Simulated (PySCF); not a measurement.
Species: C7H13NSi2.
Numbering: `[SiH3:1][CH2:2][CH2:3][SiH2:4][c:5]1[cH:6][cH:7][cH:8][cH:9][n:10]1`

Cartesian coordinates in Å at the GFN2-xTB level; atoms count from 1:
```xyz
23
C7H13NSi2 angstrom
Si    -4.2512    0.6325    0.4700
C     -2.8448   -0.6424    0.3592
C     -1.4865    0.0046    0.0890
Si    -0.0713   -1.2541    0.0309
C      1.5782   -0.3333   -0.0871
C      2.8005   -0.9943   -0.1660
C      3.9698   -0.2582   -0.2422
C      3.8840    1.1254   -0.2366
C      2.6237    1.6978   -0.1544
N      1.5088    0.9956   -0.0821
H     -4.3492    1.3608   -0.7974
H     -3.9666    1.5778    1.5526
H     -5.5186   -0.0513    0.7396
H     -3.0591   -1.3676   -0.4286
H     -2.7912   -1.2146    1.2875
H     -1.2756    0.7478    0.8595
H     -1.5285    0.5529   -0.8535
H     -0.1950   -2.1572   -1.1248
H     -0.0506   -2.0870    1.2443
H      2.8202   -2.0739   -0.1662
H      4.9307   -0.7507   -0.3028
H      4.7681    1.7421   -0.2925
H      2.4996    2.7741   -0.1424
```

Probes without a nucleus sit at each ring's centroid and 1 Å off its mean plane on both sides; NICS is minus the shielding there, NICSzz its component along the normal. Level: GIAO PBE0/pcSseg-1 (PySCF, non-relativistic, gas phase) on the GFN2-xTB geometry, one conformer.

Ring bond lengths (Å), with Mayer bond orders in brackets: C5–C6 1.392 (1.36), C6–C7 1.384 (1.44), C7–C8 1.386 (1.42), C8–C9 1.387 (1.39), C9–N10 1.320 (1.50), N10–C5 1.331 (1.43).

What do the NICS probes read (ppm)?

```csv
ring,type,NICS(0),"NICS(1), two faces","NICS(1)zz, two faces",rms pucker (Å),"centre to ring atoms, mean (Å)"
C5–C6–C7–C8–C9–N10,6-membered ring with N; formal bonds all aromatic,-6.5,-11.1 / -11.1,-28.1 / -28.1,0.00,1.37
```

What can be read from them?

- C5–C6–C7–C8–C9–N10: mean NICS(1)zz -28.1 ppm, shielded. For a flat ring without four-coordinate atoms the NICS criterion counts such a value as aromatic.

What does the geometric index give? Use HOMA with the parameters of Krygowski (1993).

- C5–C6–C7–C8–C9–N10: HOMA 0.99; the largest term is that of C9–N10, α(R − Ropt)² = 0.02. The geometric and the magnetic index point the same way.

What is the mean of the two in-plane components of NICS at the second NICS(1) probe listed for ring C5–C6–C7–C8–C9–N10, 1 Å off the ring?

The isotropic value is a third of the trace: (3 × -11.1 − (-28.1))/2 = -2.6 ppm.

How shielded are the nuclei of the rings and their hydrogens (means over atoms taken as equivalent)?

| atoms | environment | σ isotropic (ppm) | principal values of the symmetric part, first atom (ppm) |
| --- | --- | --- | --- |
| C5 | substituted aromatic carbon | 18.8 | -84.6, -14.7, 155.5 |
| C6 | aromatic CH carbon | 50.5 | -72.4, 50.0, 173.8 |
| C7 | aromatic CH carbon | 47.6 | -68.6, 29.0, 182.5 |
| C8 | aromatic CH carbon | 58.9 | -55.2, 53.6, 178.3 |
| C9 | aromatic CH next to a ring nitrogen | 31.5 | -81.9, 29.3, 147.1 |
| N10 | pyridine-type nitrogen | -111.0 | -446.0, -192.8, 305.8 |
| H20 | aromatic hydrogen | 23.99 | 20.6, 21.9, 29.5 |
| H21 | aromatic hydrogen | 23.86 | 20.5, 24.0, 27.0 |
| H22 | aromatic hydrogen | 24.38 | 21.6, 24.0, 27.5 |
| H23 | aromatic hydrogen | 22.69 | 18.5, 22.4, 27.2 |

The run took 84 s wall (with the writing of density and orbital grids) on an Arm Neoverse V1 with one thread, no GPU, shared host with 64 logical CPUs at a one-minute load of 41, and the process peaked at 1.2 GiB of memory. This is the whole shielding run at PBE0/pcSseg-1, SCF included.
